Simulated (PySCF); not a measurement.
C4H9, charge +1, singlet, at a GFN2-xTB geometry; PySCF with DF-B3LYP/6-31G**.

PySCF was given this input:
```python
from pyscf import gto, scf, dft

mol = gto.Mole()
mol.atom = '''
    C    -0.39303445    1.37528354    0.22505520
    C    -0.00000000    0.00000000    0.00000000
    C     1.35975962   -0.41783344    0.27018461
    C    -0.96672517   -0.95745010   -0.49523981
    H     0.25720952    2.04590390   -0.34783633
    H    -0.18246562    1.65665671    1.26295861
    H    -1.43391399    1.58209568   -0.00908249
    H     1.79740100   -0.86304328   -0.63037733
    H     1.35772586   -1.25229047    0.98041762
    H     2.00243572    0.37766646    0.63783836
    H    -1.39509781   -0.59898984   -1.43797876
    H    -0.56852173   -1.95976214   -0.62875587
    H    -1.83477295   -0.98823703    0.17281619
'''
mol.basis = '6-31g**'
mol.charge = 1
mol.verbose = 4
mol.build()

mf = dft.RKS(mol)
mf.xc = 'b3lyp'
mf.DIIS = scf.ADIIS
mf = mf.density_fit(auxbasis='def2-universal-jkfit')
mf.kernel()
```

Question: Predict the main parts of the log of this PySCF run.

Answer: 
```
PySCF version 2.14.0

[INPUT] verbose = 4
[INPUT] num. atoms = 13
[INPUT] num. electrons = 32
[INPUT] charge = 1
[INPUT] spin (= nelec alpha-beta = 2S) = 0
[INPUT] symmetry False subgroup None
[INPUT] Mole.unit = angstrom
[INPUT] Symbol           X                Y                Z      unit          X                Y                Z       unit  Magmom
[...]
nuclear repulsion = 128.055254573659
number of shells = 51
number of NR pGTOs = 171
number of NR cGTOs = 101
basis = 6-31g**
ecp = {}

******** <class 'pyscf.df.df_jk.DFRKS'> ********
method = DFRKS
initial guess = minao
damping factor = 0
level_shift factor = 0
DIIS = <class 'pyscf.scf.diis.ADIIS'>
diis_start_cycle = 1
diis_space = 8
diis_damp = 0
SCF conv_tol = 1e-09
SCF conv_tol_grad = None
SCF max_cycles = 50
direct_scf = False
XC library pyscf.dft.libxc version 7.1.2
    S. Lehtola, C. Steigemann, M. J. T. Oliveira, and M. A. L. Marques,  SoftwareX 7, 1–5 (2018)
XC functionals = b3lyp
    P. J. Stephens, F. J. Devlin, C. F. Chabalowski, and M. J. Frisch,  J. Phys. Chem. 98, 11623 (1994)
radial grids:
    Treutler-Ahlrichs [JCP 102, 346 (1995); DOI:10.1063/1.469408] (M4) radial grids

becke partition: Becke, JCP 88, 2547 (1988); DOI:10.1063/1.454033
pruning grids: <function nwchem_prune>
grids dens level: 3
symmetrized grids: False
atomic radii adjust function: <function treutler_atomic_radii_adjust>
small_rho_cutoff = 0
Set gradient conv threshold to 3.16228e-05
Initial guess from minao.
tot grids = 144744
******** <class 'pyscf.df.df.DF'> ********
auxbasis = def2-universal-jkfit
init E= -158.021013669237
[...]
cycle= 1 E= -157.523895597416  delta_E= 0.497  |g|= 0.406  |ddm|= 2.94
[...]
cycle= 2 E= -157.508129601776  delta_E= 0.0158  |g|= 0.48  |ddm|= 0.689
[...]
cycle= 3 E= -157.563014943108  delta_E= -0.0549  |g|= 0.0463  |ddm|= 0.323
[...]
cycle= 4 E= -157.562940575367  delta_E= 7.44e-05  |g|= 0.0487  |ddm|= 0.0818
[...]
cycle= 5 E= -157.56358109627  delta_E= -0.000641  |g|= 0.00337  |ddm|= 0.0425
[...]
cycle= 6 E= -157.563579831367  delta_E= 1.26e-06  |g|= 0.00404  |ddm|= 0.00562
[...]
cycle= 7 E= -157.563583802776  delta_E= -3.97e-06  |g|= 0.000352  |ddm|= 0.00281
[...]
cycle= 8 E= -157.563583804694  delta_E= -1.92e-09  |g|= 0.000347  |ddm|= 0.000528
[...]
cycle= 9 E= -157.563583834401  delta_E= -2.97e-08  |g|= 2.4e-05  |ddm|= 0.000256
[...]
cycle= 10 E= -157.56358383441  delta_E= -9.32e-12  |g|= 2.36e-05  |ddm|= 3.8e-05
[...]
Extra cycle  E= -157.5635838343  delta_E= 1.1e-10  |g|= 3.13e-05  |ddm|= 4.36e-05
converged SCF energy = -157.5635838343
```
